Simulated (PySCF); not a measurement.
**MoN₂ + 2 NH₃ → MoH₆ + 2 N₂**

Level: PBE0 in the def2-TZVP basis family, computed in PySCF with density fitting; scalar-relativistic core potentials for atoms from Rb on, none lighter, no spin–orbit coupling; open shells unrestricted.

| species | state and structure | E (Eh) | ZPE (kJ/mol) | H(298 K) − H(0) (kJ/mol) | S° (J/(mol K)) |
| --- | --- | --- | --- | --- | --- |
| MoN₂ | singlet, C2v, Mo–N 1.652 Å (×2); N–Mo–N 104.4° | -177.49392 | 15.5 | 10.7 | 262.1 |
| NH₃ | singlet, C3v, N–H 1.013 Å (×3); H–N–H 107.1° (×3) | -56.51312 | 90.6 | 10.0 | 192.4 |
| MoH₆ | singlet, C3v, Mo–H 1.628 Å (×3), Mo–H 1.680 Å (×3); H–Mo–H 60.6° (×3), H–Mo–H 63.6° (×3), H–Mo–H 114.7° (×6), H–Mo–H 117.5° (×3) | -71.65994 | 118.6 | 11.6 | 243.2 |
| N₂ | singlet, D∞h, N–N 1.089 Å | -109.44629 | 14.9 | 8.7 | 191.4 |

Q: What is the electronic reaction energy?

A: At PBE0/def2-TZVP, ΔE = -85.0 kJ/mol from the differences of the total energies times 2625.5, downhill. 

Q: Add zero-point, thermal and entropy terms for 298.15 K and 1 bar.

A: ΔZPE = -48.3 and Δ[H(298) − H(0)] = -1.7 kJ/mol give ΔH° = -135.0 kJ/mol. ΔS° = -20.9 J/(mol K), so ΔG° = -135.0 − 298.15 × (-0.0209) = -129 kJ/mol and log₁₀K = 22.6.

Each species is the lowest minimum found with this bonding; other isomers or fragments can lie lower.
